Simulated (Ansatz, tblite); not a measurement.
Cost and result up the ladder for BMe2F (C₂H₆BF) (10 atoms). Charge 0, multiplicity 1. Geometry: r2SCAN-D4/def2-SVP.

```xyz
10

B     0.357    0.095   -0.412
C    -1.171    0.166   -0.753
H    -1.499    1.207   -0.570
H    -1.793   -0.469   -0.104
H    -1.389   -0.052   -1.810
C     0.951   -0.224    1.003
H     1.116   -1.317    1.049
H     0.270    0.021    1.832
H     1.932    0.246    1.173
F     1.226    0.325   -1.408
```

Ansatz on 4 threads of Arm Neoverse V2 on a shared host; xTB runs through tblite on one thread. Times are rough, summed over both states, and most runs start from the orbitals of an earlier one. PBE0-D4/def2-TZVP serves as the yardstick here, not as an exact answer. The other state is a doublet.

The xTB rows come from tblite.

Raw xTB energies of ions are shifted by several eV.

```tsv
level	functions	wall time
GFN2-xTB	22	0.004 s
GFN1-xTB	28	0.006 s
PBE-D4/def2-TZVP	160	2 s
PBE0-D4/def2-TZVP (with forces)	160	2.7 s
r2SCAN-D4/def2-TZVP	160	3.9 s
```

Task: Estimate what each level gives for the vertical IE (eV).

Result: 
| level | vertical IE (eV) | difference from PBE0-D4/def2-TZVP (eV) |
| --- | --- | --- |
| GFN2-xTB | 14.60 | 3.58 |
| GFN1-xTB | 15.75 | 4.74 |
| PBE-D4/def2-TZVP | 10.65 | -0.36 |
| PBE0-D4/def2-TZVP (with forces) | 11.01 | 0.00 |
| r2SCAN-D4/def2-TZVP | 10.77 | -0.24 |
